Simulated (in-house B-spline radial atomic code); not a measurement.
Binding energies in Al8+

NIST's tabulated ground configuration is [He] 2s2 2p1; each binding energy is the energy of the ion with one electron taken from that subshell, relaxed, less that of the parent. Level of theory: Dirac-Hartree-Fock, average of configuration, Fermi nucleus of rms radius 3.061 fm; calculated with a B-spline radial code for spherical atoms. Energies include first-order Breit, QED and recoil terms.

```json
{"subshell": "1s", "X-ray name": "K", "binding energy (eV)": "1887.4", "-ε (eV)": "1895.8", "relaxation (eV)": "7.2"}
{"subshell": "2s", "X-ray name": "L1", "binding energy (eV)": "350.5", "-ε (eV)": "351.2", "relaxation (eV)": "0.6"}
{"subshell": "2p", "X-ray name": "L2,3", "binding energy (eV)": "330.1", "-ε (eV)": "330.8", "relaxation (eV)": "0.7"}
```

Relaxation = -ε minus the binding energy without Breit, QED and recoil terms.

(1) What does it cost to remove both a 1s and a 2p electron?

(2) What does it cost to remove both a 2s and a 2p electron?

(3) What does it cost to remove two 2s electrons?

## Answers

(1) 2286.7 eV, which is 69.15 eV more than the two single binding energies together.

(2) 724.4 eV, which is 43.75 eV more than the two single binding energies together.

(3) 746.81 eV, which is 45.74 eV more than the two single binding energies together.
